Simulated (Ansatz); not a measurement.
System (SMILES): [BH]N (BH-NH2), doublet.
Atoms: B1, N2, H3, H4, H5. Bonds: B1-N2, B1-H3, N2-H4, N2-H5.

How fast the optimised N2-H4 bond length converges with the basis for several methods (Ansatz, a program for electronic structure): deviation from each method's own reference, in Å. References: HF 0.9939 Å, the value in def2-QZVPPD; MP2 1.0071 Å, the value in def2-QZVPP; PBE 1.0201 Å, the value in def2-QZVPPD; PBE0 1.0097 Å, the value in def2-QZVPPD. Cartesian d functions, on some or all atoms, in 6-31G*; all else is spherical. In correlated methods cores are frozen. Core-valence sets carry the plain set on hydrogen. Open shells are unrestricted. No added dispersion term, no relativity. The reference of a correlated method is not its basis-set limit, which lies further on.

```tsv
basis	functions	HF	MP2	PBE	PBE0
6-31G*	36	0.0043	?	0.0047	0.0042
6-311G**	54	0.0028	?	0.0022	0.0022
def2-TZVP	80	0.0014	?	0.0012	0.0012
cc-pVTZ	102	0.0006	?	0.0004	0.0005
jun-cc-pV(T+d)Z	120	0.0007	?	0.0005	0.0006
def2-TZVPPD	125	0.0005	?	0.0005	0.0005
cc-pCVTZ	128	0.0004	?	0.0004	0.0004
cc-pVQZ	200	0.0000	?	-0.0001	0.0000
```

**Question.** Some entries are withheld; supply them.

**Answer.** 
- 6-31G*, MP2: 0.0070
- 6-311G**, MP2: 0.0041
- def2-TZVP, MP2: 0.0036
- cc-pVTZ, MP2: 0.0008
- jun-cc-pV(T+d)Z, MP2: 0.0015
- def2-TZVPPD, MP2: 0.0011
- cc-pCVTZ, MP2: 0.0004
- cc-pVQZ, MP2: -0.0002

Mean absolute deviation over 6-311G**, def2-TZVP, cc-pVTZ, jun-cc-pV(T+d)Z, def2-TZVPPD, cc-pCVTZ: PBE 0.0009, PBE0 0.0009, HF 0.0011, MP2 0.0019 Å.
